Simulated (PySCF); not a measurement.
**Zn¹²⁺: ionisation energy**

Zn¹²⁺ [Ar] (1S) → Zn¹³⁺ [Ne] 3s2 3p5 (2P), as a difference of total energies. Computed with PySCF 2.14 in an uncontracted even-tempered set (19 s from 0.81 bohr⁻², ratio 2.5; 12 p from 1.1 bohr⁻², ratio 2.5; 5 d from 7 bohr⁻², ratio 2.7; 4 f from 11 bohr⁻², ratio 2.7), with scalar relativity by spin-free X2C-1e. Correlated levels: outer shells: 1s2 frozen; virtual orbitals above 40 to 60 times the deepest correlated orbital energy dropped. The calculations carry no spin-orbit coupling.

```
                method  ionisation energy (eV)
                   UHF                  417.75
                   LDA                  419.23
                   PBE                  419.01
                  PBE0                  419.16
                r2SCAN                  419.46
               r2SCAN0                  419.42
                  PW91                  419.23
    MP2 (outer shells)                  418.66
SCS-MP2 (outer shells)                  418.53
```

Problem. How much does correlation contribute at MP2 (outer shells)?

Solution. 418.66 − (417.75) = 0.91 eV, measured against UHF.

A first-order spin-orbit estimate (lowest level to lowest level, LS coupling) adds -1.367 eV.

For comparison: 417.6 ± 1.2 eV (semi-empirical (NIST evaluation); NIST Atomic Spectra Database, ionization energies).
